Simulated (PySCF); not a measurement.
Potential energy curve for SiBr, doublet.

- UKS-BLYP = unrestricted BLYP/def2-TZVP run with PySCF
- UKS-TPSSh = unrestricted TPSSh/def2-TZVP (PySCF)
- UMP2 = MP2 on UHF/def2-TZVP, 14 core orbitals frozen (PySCF)
- ROHF/def2-TZVP (PySCF)

Energies are in kcal/mol, each relative to the lowest point of its own curve near equilibrium.

```
R / Å  UKS-BLYP  UKS-TPSSh  UMP2  ROHF
-----  --------  ---------  ----  ----
1.77       74.6       70.0  70.0  74.3
1.88       37.6       34.0  33.4  36.6
2.02       12.4       10.1   9.5  11.3
2.10        5.1        3.6   3.2   4.2
2.19        ___        0.4   ___   0.6
2.23        0.3        0.0   0.0   0.0
2.27        0.0        0.1   ___   0.0
2.34        ___        ___   1.8   1.0
2.47        ___        5.8   6.9   5.3
2.60        9.0       12.1  13.9  11.5
2.79       18.2       22.8  25.4  22.2
3.03       30.1       36.6  40.5  36.3
```

### Question
Fill in the missing entries.

### Answer

- 2.19, UKS-BLYP: 1.1
- 2.19, UMP2: 0.2
- 2.27, UMP2: 0.3
- 2.34, UKS-BLYP: 0.5
- 2.34, UKS-TPSSh: 1.3
- 2.47, UKS-BLYP: 3.8

The scan ran from 1.77 to 9.00 Å; beyond the distances shown one of the unrestricted levels run for this scan, shown here or not, changes its spin distribution in one step.
